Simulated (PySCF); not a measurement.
HNSi, SMILES N#[SiH]. Geometry: B3LYP-D3(BJ)/def2-TZVPD.

TDDFT-CAM-B3LYP/def2-TZVPD (PySCF) puts the lowest singlet excitations at 3.65, 3.80, 3.80, 3.97, 3.97, 4.73 eV.

Q: What are the lowest excitation roots from PySCF with ADC(2)/aug-cc-pVDZ? (The exact figures need the calculation; the answer reports its results.)

A: 4.23, 4.23, 4.26, 4.45, 4.45, 4.48 eV. S1 differs by 0.58 eV (second minus first; roots are paired by order, and the bases may differ).
